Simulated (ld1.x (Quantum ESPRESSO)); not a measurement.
# Si (Z = 14): one change to a TM potential, before and after

* Element: Si (Z = 14)
* Generator: ld1.x (Quantum ESPRESSO) 7.5
* Type: norm-conserving Troullier–Martins (Kleinman–Bylander form)
* Functional: PBE
* Relativity: non-relativistic
* Frozen core: [Ne]
* Valence charge: 4
* Reference configuration: 3s2 3p2
* Partial waves: 3s (bound): rc 1.70 bohr; 3p (bound): rc 1.65 bohr
* Local potential: the p channel
* Core correction: a·sin(br)/r model core inside 0.95 bohr

Change: wave 3s (bound): rc 1.70 bohr becomes 3s (bound): rc 2.20 bohr.

Cutoffs: the cutoffs (Ry, on a coarse ladder) from which the occupation-weighted sum of valence levels, in a spherical-Bessel basis at the reference potential, stays within 10 and 1 mRy of its value at 400 Ry; they do not see the model core or the augmentation charge, which bear on the density cutoff. Errors are all-electron minus pseudo energies relative to the spin-unpolarised reference configuration.

Q: Predict the effect on cutoff, ghosts and configuration errors.

A: The potential gets softer (15 Ry and 40 Ry → 12 Ry and 35 Ry); of the 7 tests that both files solve, the error grows in 4 and shrinks in 2 by more than 15 % and 0.3 meV (median size 2.0 → 7.2 meV); neither file shows a bound ghost. A larger radius leaves more room for a smooth pseudo-wave, so fewer plane waves are needed.

```csv
quantity,base,changed
"cutoff, loose",15 Ry,12 Ry
"cutoff, tight",40 Ry,35 Ry
loose cutoff by channel (10 mRy a level),"s 12 Ry, p 6 Ry","s 10 Ry, p 6 Ry"
bound ghosts,none,none
"error for 3s2 3p1, meV [ΔE 7.75 eV]",+2.0,+2.7
"error for 3s2 3p0, meV [ΔE 23.76 eV]",+12,+19
"error for 3s1 3p0, meV [ΔE 57.66 eV]",+39,+30
"error for 3s1 3p3, meV [ΔE 6.76 eV]",-0.1,-7.2
"error for 3s2 3p1.5, meV [ΔE 2.93 eV]",+0.4,+0.4
"error for 3s0 3p4, meV [ΔE 13.66 eV]",-0.4,-31
"error for 3s1 3p2, meV [ΔE 15.12 eV]",+4.5,-3.6
```
